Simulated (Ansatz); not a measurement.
Method: PBE0-D3(BJ)/def2-SVP (Ansatz, a first-principles code). No frequencies were computed at this level.

Ansatz 0.2 input:
```yaml
crystal:
  periodic: [false, false, false]
  atoms:
    - { symbol: Si, position_ang: [2.03476, -0.46225, 0.040403] }
    - { symbol: Ge, position_ang: [0.044027, 0.747406, -0.206415] }
    - { symbol: Si, position_ang: [-2.073386, -0.192283, 0.143206] }
    - { symbol: H, position_ang: [2.142251, -0.993896, 1.401252] }
    - { symbol: H, position_ang: [3.223954, 0.349386, -0.221704] }
    - { symbol: H, position_ang: [2.052263, -1.600063, -0.882441] }
    - { symbol: H, position_ang: [0.052916, 1.396751, -1.579494] }
    - { symbol: H, position_ang: [0.148087, 2.010838, 0.629853] }
    - { symbol: H, position_ang: [-2.219084, -1.415247, -0.651198] }
    - { symbol: H, position_ang: [-2.245537, -0.556149, 1.551811] }
    - { symbol: H, position_ang: [-3.160248, 0.715507, -0.225274] }
basis:
  gaussian: { orbitals: def2-svp }
hamiltonian:
  xc: pbe0
  dispersion: d3bj
relax:
  max_steps: 150
```

Output:

```
Functional definition: PBE0
1121 factors; integrals over basis functions are off by at most 5.2e-4 eV
mean field evaluation 1: about -72376.9760 eV, gradient 1.5e1 eV
mean field evaluation 2: about -72377.2859 eV, gradient 1.2e1 eV
mean field evaluation 4: about -72377.4487 eV, gradient 2.5e-1 eV
mean field evaluation 8: about -72377.4486 eV, gradient 1.0e-2 eV
mean field -72377.44863090 eV, -2659.8221779889 hartree, gradient 5.0e-5 eV, S^2 0.000000; 0 other end points of the search recorded, 0 dependent functions left out
reference -72377.44866263 eV, -2659.8221791550 hartree; 34, 34 occupied and 74, 74 virtual orbitals, 1121 factors
relax step   1: F+E_penalty+E_count = -72377.66691754 eV  Δ(F+E_penalty+E_count) = +0.000e0 eV  max|allowed force component| = 6.221e-1 eV/Å  Δτ_max = 0.0000 Å  (22 SCF iters, accepted)
these checks for a lower state are left out or cut short: starts, cluster_reference, orbital_swaps, neighbouring_geometries, increment
1121 factors; integrals over basis functions are off by at most 5.8e-4 eV
mean field evaluation 16: about -72377.5676 eV, gradient 9.2e-2 eV
mean field -72377.56769396 eV, -2659.8265534758 hartree, gradient 6.6e-5 eV, S^2 0.000000; 0 other end points of the search recorded, 0 dependent functions left out
reference -72377.56772528 eV, -2659.8265546264 hartree; 34, 34 occupied and 74, 74 virtual orbitals, 1121 factors
relax step   2: F+E_penalty+E_count = -72377.78775832 eV  Δ(F+E_penalty+E_count) = -1.208e-1 eV  max|allowed force component| = 3.516e-1 eV/Å  Δτ_max = 0.1460 Å  (21 SCF iters, accepted)
these checks for a lower state are left out or cut short: starts, cluster_reference, orbital_swaps, neighbouring_geometries, increment
1121 factors; integrals over basis functions are off by at most 5.9e-4 eV
mean field -72377.60699818 eV, -2659.8279978791 hartree, gradient 1.1e-5 eV, S^2 0.000000; 0 other end points of the search recorded, 0 dependent functions left out
reference -72377.60702988 eV, -2659.8279990438 hartree; 34, 34 occupied and 74, 74 virtual orbitals, 1121 factors
relax step   3: F+E_penalty+E_count = -72377.82483178 eV  Δ(F+E_penalty+E_count) = -3.707e-2 eV  max|allowed force component| = 5.645e-2 eV/Å  Δτ_max = 0.1040 Å  (22 SCF iters, accepted)
these checks for a lower state are left out or cut short: starts, cluster_reference, orbital_swaps, neighbouring_geometries, increment
1121 factors; integrals over basis functions are off by at most 5.9e-4 eV
mean field -72377.60969210 eV, -2659.8280968787 hartree, gradient 1.9e-5 eV, S^2 0.000000; 0 other end points of the search recorded, 0 dependent functions left out
reference -72377.60972378 eV, -2659.8280980430 hartree; 34, 34 occupied and 74, 74 virtual orbitals, 1121 factors
relax step   4: F+E_penalty+E_count = -72377.82817876 eV  Δ(F+E_penalty+E_count) = -3.347e-3 eV  max|allowed force component| = 6.028e-2 eV/Å  Δτ_max = 0.0234 Å  (21 SCF iters, accepted)
these checks for a lower state are left out or cut short: starts, cluster_reference, orbital_swaps, neighbouring_geometries, increment
1121 factors; integrals over basis functions are off by at most 5.8e-4 eV
mean field evaluation 32: about -72377.6148 eV, gradient 1.4e-5 eV
mean field -72377.61476888 eV, -2659.8282834471 hartree, gradient 1.5e-5 eV, S^2 0.000000; 0 other end points of the search recorded, 0 dependent functions left out
reference -72377.61480058 eV, -2659.8282846120 hartree; 34, 34 occupied and 74, 74 virtual orbitals, 1121 factors
relax step   5: F+E_penalty+E_count = -72377.83378094 eV  Δ(F+E_penalty+E_count) = -5.602e-3 eV  max|allowed force component| = 7.693e-2 eV/Å  Δτ_max = 0.0598 Å  (21 SCF iters, accepted)
these checks for a lower state are left out or cut short: starts, cluster_reference, orbital_swaps, neighbouring_geometries, increment
1121 factors; integrals over basis functions are off by at most 5.5e-4 eV
mean field -72377.61832505 eV, -2659.8284141340 hartree, gradient 2.1e-5 eV, S^2 0.000000; 0 other end points of the search recorded, 0 dependent functions left out
reference -72377.61835665 eV, -2659.8284152952 hartree; 34, 34 occupied and 74, 74 virtual orbitals, 1121 factors
relax step   6: F+E_penalty+E_count = -72377.83991963 eV  Δ(F+E_penalty+E_count) = -6.139e-3 eV  max|allowed force component| = 1.231e-1 eV/Å  Δτ_max = 0.1378 Å  (22 SCF iters, accepted)
these checks for a lower state are left out or cut short: starts, cluster_reference, orbital_swaps, neighbouring_geometries, increment
1121 factors; integrals over basis functions are off by at most 5.3e-4 eV
mean field -72377.61924711 eV, -2659.8284480188 hartree, gradient 2.3e-5 eV, S^2 0.000000; 0 other end points of the search recorded, 0 dependent functions left out
reference -72377.61927868 eV, -2659.8284491790 hartree; 34, 34 occupied and 74, 74 virtual orbitals, 1121 factors
relax step   7: F+E_penalty+E_count = -72377.84122732 eV  Δ(F+E_penalty+E_count) = -1.308e-3 eV  max|allowed force component| = 4.774e-3 eV/Å  Δτ_max = 0.0170 Å  (21 SCF iters, accepted)
these checks for a lower state are left out or cut short: starts, cluster_reference, orbital_swaps, neighbouring_geometries, increment
1121 factors; integrals over basis functions are off by at most 5.3e-4 eV
mean field -72377.61906702 eV, -2659.8284414006 hartree, gradient 1.8e-5 eV, S^2 0.000000; 0 other end points of the search recorded, 0 dependent functions left out
reference -72377.61909858 eV, -2659.8284425605 hartree; 34, 34 occupied and 74, 74 virtual orbitals, 1121 factors
relax step   8: F+E_penalty+E_count = -72377.84127565 eV  Δ(F+E_penalty+E_count) = -4.832e-5 eV  max|allowed force component| = 3.315e-3 eV/Å  Δτ_max = 0.0138 Å  (19 SCF iters, accepted)
1121 factors; integrals over basis functions are off by at most 5.3e-4 eV
mean field evaluation 64: about -72377.6191 eV, gradient 4.2e-5 eV
mean field -72377.61906702 eV, -2659.8284414006 hartree, gradient 1.8e-5 eV, S^2 0.000000; 1 other end points of the search recorded, 0 dependent functions left out
reference -72377.61909858 eV, -2659.8284425605 hartree; 34, 34 occupied and 74, 74 virtual orbitals, 1121 factors
Total energy: -72377.84130721 eV, -2659.8366085771 hartree
Atom 0 at     1.925150    -0.481316     0.067218 Å, force    -0.002737     0.000581     0.000109 eV/Å
Atom 1 at     0.055581     0.953199    -0.284048 Å, force     0.000034     0.001908    -0.002273 eV/Å
Atom 2 at    -1.966754    -0.231003     0.145378 Å, force     0.003315     0.000664     0.001069 eV/Å
Atom 3 at     1.910488    -0.985630     1.474560 Å, force     0.001255    -0.000044     0.000160 eV/Å
Atom 4 at     3.212897     0.236892    -0.177523 Å, force     0.000410    -0.000572    -0.000164 eV/Å
Atom 5 at     1.836597    -1.649741    -0.861255 Å, force     0.001554    -0.000862     0.000786 eV/Å
Atom 6 at     0.060375     1.468305    -1.737926 Å, force     0.000870    -0.000064     0.000520 eV/Å
Atom 7 at     0.152184     2.176712     0.650117 Å, force    -0.000802    -0.000124    -0.000598 eV/Å
Atom 8 at    -2.038772    -1.433528    -0.740047 Å, force    -0.001554     0.000600    -0.000374 eV/Å
Atom 9 at    -1.985136    -0.683387     1.570205 Å, force    -0.002018    -0.001664    -0.000664 eV/Å
Atom 10 at    -3.162607     0.629495    -0.106681 Å, force    -0.000326    -0.000424     0.001428 eV/Å
Dipole moment:     0.000586     0.011693    -0.003454 e Å
```

Cost: very roughly 40 core-seconds.
